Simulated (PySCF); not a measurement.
## Atomic charges by several schemes

Compound: SiHMe2(OEt), C₄H₁₂OSi.
Structure used (PBE0-D3(BJ)/def2-SVP), in Å, numbered top down from 1:
```xyz
18
C4H12OSi angstrom
Si     0.3365    1.0323    0.2753
H      0.2501    1.2686    1.7565
C      2.1320    0.7588   -0.1887
H      2.7394    1.6415    0.0679
H      2.2325    0.5762   -1.2703
H      2.5583   -0.1052    0.3449
C     -0.4114    2.4582   -0.6654
H     -1.4678    2.5967   -0.3903
H     -0.3627    2.2729   -1.7496
H      0.1259    3.3957   -0.4526
O     -0.5883   -0.3094   -0.1031
C     -0.4358   -1.5690    0.4973
C     -1.5999   -2.4558    0.1190
H      0.5144   -2.0390    0.1754
H     -0.3804   -1.4719    1.6006
H     -1.5002   -3.4516    0.5768
H     -2.5460   -2.0081    0.4576
H     -1.6528   -2.5738   -0.9735
```

Density: PBE0/pcSseg-1 (PySCF); schemes: Mulliken, IAO, Hirshfeld and ESP-fitted. Isolated species at its PBE0-D3(BJ)/def2-SVP geometry (one conformer only).

Problem. At which atom do the 4 schemes differ most?

Solution. At Si1: from +0.423 (Hirshfeld) to +1.152 e (IAO), 0.729 e apart.

Problem. Which atoms carry the highest charge in the Mulliken, IAO, Hirshfeld and ESP-fitted schemes?

Solution. All schemes agree: Mulliken Si1 (+0.931); IAO Si1 (+1.152); Hirshfeld Si1 (+0.423); ESP-fitted Si1 (+0.997).

Problem. For which atoms does the sign change between the 4 schemes (beyond +0.03 e in one, beyond −0.03 e in another)?

Solution. C12 and H15.

Problem. What partial charge does each atom carry?

Solution. In e:

```json
{"atom": "Si1", "environment": "silicon bonded to 2 C, O and H", "Mulliken": "+0.931", "IAO": "+1.152", "Hirshfeld": "+0.423", "ESP-fitted": "+0.997"}
{"atom": "H2", "environment": "hydrogen on Si1", "Mulliken": "-0.127", "IAO": "-0.172", "Hirshfeld": "-0.098", "ESP-fitted": "-0.218"}
{"atom": "C3", "environment": "carbon bonded to Si and 3 H", "Mulliken": "-0.656", "IAO": "-0.742", "Hirshfeld": "-0.219", "ESP-fitted": "-0.753"}
{"atom": "H4", "environment": "hydrogen on C3", "Mulliken": "+0.140", "IAO": "+0.154", "Hirshfeld": "+0.043", "ESP-fitted": "+0.172"}
{"atom": "H5", "environment": "hydrogen on C3", "Mulliken": "+0.143", "IAO": "+0.152", "Hirshfeld": "+0.043", "ESP-fitted": "+0.188"}
{"atom": "H6", "environment": "hydrogen on C3", "Mulliken": "+0.141", "IAO": "+0.152", "Hirshfeld": "+0.041", "ESP-fitted": "+0.150"}
{"atom": "C7", "environment": "carbon bonded to Si and 3 H", "Mulliken": "-0.640", "IAO": "-0.730", "Hirshfeld": "-0.214", "ESP-fitted": "-0.790"}
{"atom": "H8", "environment": "hydrogen on C7", "Mulliken": "+0.148", "IAO": "+0.160", "Hirshfeld": "+0.046", "ESP-fitted": "+0.184"}
{"atom": "H9", "environment": "hydrogen on C7", "Mulliken": "+0.144", "IAO": "+0.156", "Hirshfeld": "+0.045", "ESP-fitted": "+0.194"}
{"atom": "H10", "environment": "hydrogen on C7", "Mulliken": "+0.138", "IAO": "+0.153", "Hirshfeld": "+0.043", "ESP-fitted": "+0.183"}
{"atom": "O11", "environment": "oxygen bonded to C and Si", "Mulliken": "-0.648", "IAO": "-0.642", "Hirshfeld": "-0.230", "ESP-fitted": "-0.560"}
{"atom": "C12", "environment": "carbon bonded to C, O and 2 H", "Mulliken": "+0.021", "IAO": "-0.031", "Hirshfeld": "+0.009", "ESP-fitted": "+0.403"}
{"atom": "C13", "environment": "carbon bonded to C and 3 H", "Mulliken": "-0.285", "IAO": "-0.413", "Hirshfeld": "-0.121", "ESP-fitted": "-0.422"}
{"atom": "H14", "environment": "hydrogen on C12", "Mulliken": "+0.103", "IAO": "+0.114", "Hirshfeld": "+0.032", "ESP-fitted": "-0.015"}
{"atom": "H15", "environment": "hydrogen on C12", "Mulliken": "+0.101", "IAO": "+0.113", "Hirshfeld": "+0.032", "ESP-fitted": "-0.036"}
{"atom": "H16", "environment": "hydrogen on C13", "Mulliken": "+0.107", "IAO": "+0.138", "Hirshfeld": "+0.043", "ESP-fitted": "+0.095"}
{"atom": "H17", "environment": "hydrogen on C13", "Mulliken": "+0.119", "IAO": "+0.143", "Hirshfeld": "+0.040", "ESP-fitted": "+0.115"}
{"atom": "H18", "environment": "hydrogen on C13", "Mulliken": "+0.119", "IAO": "+0.143", "Hirshfeld": "+0.041", "ESP-fitted": "+0.114"}
```

Mean size of the charges over all atoms: ESP-fitted 0.311 e, IAO 0.303 e, Mulliken 0.262 e, Hirshfeld 0.098 e. Each set sums to the total charge, 0, to within 0.001 e. The IAO scheme counts the electrons in orthogonalised intrinsic atomic orbitals, a minimal basis polarised so that it spans the occupied orbitals exactly.

Problem. How closely do the schemes follow one another over all atoms?

Solution. Correlation coefficient and root-mean-square difference: Mulliken with IAO 1.00, 0.070 e; IAO with Hirshfeld 0.99, 0.284 e; Mulliken with Hirshfeld 0.99, 0.226 e; Mulliken with ESP-fitted 0.96, 0.120 e; IAO with ESP-fitted 0.96, 0.123 e; Hirshfeld with ESP-fitted 0.95, 0.284 e.

Problem. Sum the charges by element, for elements with more than one atom.

Solution. 
```csv
element,atoms,Mulliken,IAO,Hirshfeld,ESP-fitted
H,12,+1.276,+1.406,+0.353,+1.126
C,4,-1.559,-1.916,-0.545,-1.563
```
